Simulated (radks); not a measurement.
Removal energies from the rhenium ion Re9+, [Kr] 4d10 4f14 5s2 5p(1/2: 2, 3/2: 2), by Delta-SCF beside the eigenvalue of the level emptied. Method: Dirac Kohn-Sham, BLYP, spin-unpolarised, spherical densities, finite nucleus; Fermi nuclear charge, rms radius of each element as measured or else 0.836 A^(1/3) + 0.57 fm; computed with a radial shooting solver on a logarithmic mesh with Libxc functionals. Sub-shells are occupied by j as written (lower j first in brackets).

removed from                                  final configuration  Delta-SCF (eV)  -eigenvalue (eV)
5p3/2                       [Kr] 4d10 4f14 5s2 5p(1/2: 2, 3/2: 1)          182.83            172.97
4f7/2         [Kr] 4d10 4f(5/2: 6, 7/2: 7) 5s2 5p(1/2: 2, 3/2: 2)          196.19            180.34
5p1/2                       [Kr] 4d10 4f14 5s2 5p(1/2: 1, 3/2: 2)          196.79            186.37
4f5/2         [Kr] 4d10 4f(5/2: 5, 7/2: 8) 5s2 5p(1/2: 2, 3/2: 2)          198.88            182.92
